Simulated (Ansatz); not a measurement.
Species: CHBr$_{2}$F, charge 0, singlet. CHBr2F (dibromo(fluoro)methane, SMILES FC(Br)Br).
B3LYP-D3(BJ)/def2-TZVP minimum from Ansatz (a quantum-chemistry and plane-wave program):
```
C
F 1 1.3461
H 1 1.0837 2 110.10
Br 1 1.9473 3 107.61 2 -119.34
Br 1 1.9473 3 107.61 2 119.34
```
Charge 0, spin multiplicity 1.

Total energies in cc-pVDZ, 26 correlated electrons, 30 frozen orbitals. Open shells are spin-unrestricted; no spin-orbit coupling. Cores are frozen in correlated methods (noble-gas shells, and filled d and f shells in the p block). No relativity. Spin-orbit terms, left out, reach several kcal/mol for Br and I, and more for heavier atoms.

```tsv
method	program	energy (Eh)	minus CCSDT(Q) (mEh)
HF	Ansatz	-5282.63809	601.43
MP2	Ansatz	-5283.19544	44.08
CCSD	Ansatz	-5283.22263	16.89
CCSD(T)	Ansatz	-5283.23752	2.00
CCSDT(Q)	Ansatz	-5283.23952	0.00
```

Rough core times of Ansatz's runs on a shared machine: CCSD(T) under 20 s, CCSDT(Q) 7 min.
